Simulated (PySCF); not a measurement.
Planning a geometry optimisation on `FB(F)CC[SiH3]`.

Method: PBE0-D3(BJ)/def2-SVP geometry optimisation, gas phase (PySCF 2.14.0). Work: geometry optimisation from a GFN2-xTB start shaken at random, density fitting. The input is one job of a driver script: a line of settings, then coordinates in Å.

Command:
```bash
OMP_NUM_THREADS=1 python probes_run.py task.json out
```

Input:
```
{"job": {"xc": "PBE0", "basis": "def2-SVP", "d3": "d3bj", "grid": 1, "shake": 0.01, "kind": "geom"}, "charge": 0, "multiplicity": 1}
F     -1.464240     1.644650    -0.579230
B     -1.719120     0.656010     0.230350
F     -2.726870     0.879780     1.065040
C     -0.888650    -0.698140     0.191350
C      0.367290    -0.672520    -0.641830
Si     1.702520     0.466720     0.117550
H     -0.693870    -1.029530     1.215140
H     -1.577860    -1.461040    -0.217390
H      0.131950    -0.323350    -1.621950
H      0.753900    -1.685020    -0.715930
H      2.877970     0.401680    -0.735560
H      2.046320    -0.043800     1.462590
H      1.196480     1.847670     0.219550
```

Hardware: one thread of an Arm Neoverse V1, on a shared host. PySCF's memory limit was set to 1760 MB.

Task: How large is the basis?

Result: 123 functions.

Task: How long does the run take?

Result: About 2.0 min. The run took 19 energy-and-gradient evaluations and 102 SCF cycles, 6.3 s an evaluation on average.

Task: How much memory does it need at the peak?

Result: About 0.51 GiB. Peak memory is the resident size of the whole Python process, interpreter and libraries included.

Task: At this speed, how long would 500 such jobs take on 16 cores, one job a core?

Result: 500/16 gives 32 rounds of 2.0 min, about 64 min of wall time and 17 core-hours, if the jobs don't slow each other.

The host was shared with other jobs, so the times are rough.

The run converged: final energy -593.82293 Eh after 18 steps; dipole 1.79 D.
